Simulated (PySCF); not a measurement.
CrHO, neutral, multiplicity 6. Atoms are numbered in the order given.

```xyz
3

Cr    -0.0082    -0.5112     0.0000
O      0.1150     1.3084     0.0000
H     -0.7239     1.8023     0.0000
```
Charge 0, spin multiplicity 6.

Geometry optimised at PBE-D3(BJ)/def2-TZVP. The multiplicity is an assumed one; other spin states were not compared.

All values below come from PBE-D3(BJ)/def2-TZVP (PySCF 2.14.0).

Frequencies are harmonic and unscaled.

```
mode  ν (cm⁻¹)  IR (km/mol)  moving atoms (share of kinetic energy)
----  --------  -----------  --------------------------------------
1          633        194.1                          H 57 %, O 38 %
2          645         24.3                 O 43 %, H 37 %, Cr 19 %
3         3688         44.6                                  H 94 %
```
